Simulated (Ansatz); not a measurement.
Start from `[SiH3][SiH2][N]1[CH2][AlH]1` and change one atom or group to get `[CH2]1[NH][AlH]1`.

Ansatz, PBE0-D4/def2-TZVP geometries, multiplicity 1. Each molecule was computed in one conformer, which needn't be the lowest.

| property | `[SiH3][SiH2][N]1[CH2][AlH]1` |
| --- | --- |
| LUMO energy (PBE/def2-TZVPP) / eV | -1.92 |
| size of the dipole moment (PBE/def2-TZVPP) / D | 2.43 |
| LUMO energy (PBE0/def2-TZVPP) / eV | -1.16 |
| HOMO energy (PBE/def2-TZVPP) / eV | -5.53 |
| HOMO energy (ωB97M-V/def2-TZVPP) / eV | -8.78 |
| HOMO energy (B3LYP/def2-TZVPP) / eV | -6.45 |

(1) What does the change do to each property? (Best estimate.)

Answers

(1) The calculation gave: 
| property | `[CH2]1[NH][AlH]1` | shift |
| --- | --- | --- |
| LUMO energy (PBE/def2-TZVPP) / eV | -1.48 | 0.44 |
| size of the dipole moment (PBE/def2-TZVPP) / D | 0.62 | -1.81 |
| LUMO energy (PBE0/def2-TZVPP) / eV | -0.73 | 0.43 |
| HOMO energy (PBE/def2-TZVPP) / eV | -5.18 | 0.35 |
| HOMO energy (ωB97M-V/def2-TZVPP) / eV | -8.74 | 0.04 |
| HOMO energy (B3LYP/def2-TZVPP) / eV | -6.21 | 0.24 |

With PBE0 the HOMO rises by 0.23 eV and the LUMO rises by 0.43 eV, so the gap widens by about 0.20 eV. PBE moves the HOMO by 0.35 eV and ωB97M-V by 0.04 eV. Dipoles are sizes alone; their direction can turn.

B3LYP here is the variant with VWN-RPA as its local correlation; programs differ in this.
